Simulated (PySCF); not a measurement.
Species: C6H13FSi2.
Numbering: `[CH3:1][SiH2:2][C:3]1=[CH:4][CH2:5][CH2:6][SiH2:7][C@@H:8]1[F:9]`

Structure used (GFN2-xTB), in Å, numbered top down from 1:
```xyz
22
C6H13FSi2 angstrom
C      2.6756   -0.7745   -1.5665
Si     2.3408    0.3075   -0.0431
C      0.4734    0.4516    0.2037
C     -0.1904   -0.1394    1.1962
C     -1.6833   -0.0939    1.3217
C     -2.3616   -0.6893    0.0739
Si    -1.7193    0.1406   -1.5153
C     -0.2995    1.2295   -0.8087
F      0.5406    1.6865   -1.8208
H      2.2653   -0.3195   -2.4627
H      3.7421   -0.9067   -1.7203
H      2.2312   -1.7604   -1.4586
H      2.9208    1.6430   -0.2121
H      2.8887   -0.3273    1.1645
H      0.3532   -0.7003    1.9421
H     -2.0031   -0.6420    2.2103
H     -2.0100    0.9451    1.4374
H     -3.4422   -0.5846    0.1709
H     -2.1560   -1.7603    0.0481
H     -2.7241    0.9927   -2.1589
H     -1.1440   -0.8186   -2.4589
H     -0.7086    2.1399   -0.3493
```

Probes without a nucleus sit at each ring's centroid and 1 Å off its mean plane on both sides; NICS is minus the shielding there, NICSzz its component along the normal. Level: GIAO PBE0/pcSseg-1 (PySCF, non-relativistic, gas phase) on the GFN2-xTB geometry, one conformer.

Ring bond lengths (Å), with Mayer bond orders in brackets: C3–C4 1.332 (1.86), C4–C5 1.499 (1.05), C5–C6 1.540 (1.03), C6–Si7 1.904 (0.91), Si7–C8 1.924 (0.85), C8–C3 1.493 (1.02).

Question: Give the NICS values of each ring in ppm.

Answer: 
```json
{"ring": "C3–C4–C5–C6–Si7–C8", "type": "6-membered ring with Si; formal bonds 1 double, 5 single", "NICS(0)": "-2.8", "NICS(1), two faces": "-3.4 / -5.1", "NICS(1)zz, two faces": "-0.1 / -2.5", "rms pucker (Å)": "0.30", "centre to ring atoms, mean (Å)": "1.54"}
```

Question: What can be read from them?

Answer: 
- C3–C4–C5–C6–Si7–C8: mean NICS(1)zz -1.3 ppm, near zero. C5, C6, Si7, C8 have four or more neighbours, so the value isn't read as a sign of a π ring current.

Question: Give the inner angles of the rings and the Hirshfeld charges of the ring atoms.

Answer: 
- C3–C4–C5–C6–Si7–C8: C3 118.6° (-0.106 e), C4 123.0° (-0.044 e), C5 111.0° (-0.066 e), C6 111.0° (-0.156 e), Si7 100.9° (+0.339 e), C8 109.7° (-0.026 e); sum 674.3° against 720° for a flat convex ring.

Question: What are the shieldings of the ring atoms and their hydrogens in the same run (means over atoms taken as equivalent)?

Answer: 
```tsv
atoms	environment	σ isotropic (ppm)
C3	fully substituted alkene carbon	33.8
C4	alkene CH carbon	42.3
C5	allylic carbon	160.3
C6	sp3 carbon bound to silicon	183.0
Si7	SiH2 silicon	397.8
C8	sp3 C–F carbon	94.4
H15	vinylic hydrogen	25.25
H16	methylene hydrogen	29.12
H17	methylene hydrogen	30.12
H18	methylene hydrogen	30.89
H19	methylene hydrogen	31.05
H20	Si–H hydrogen	27.38
H21	Si–H hydrogen	27.87
H22	methine hydrogen	26.14
```

The list is cut; further classes of hydrogen are left out.

Time: 2.1 min wall (with the writing of density and orbital grids); peak memory 1.1 GiB. Hardware: one thread of an Arm Neoverse N1, no GPU (shared host). This is the whole shielding run at PBE0/pcSseg-1, SCF included.
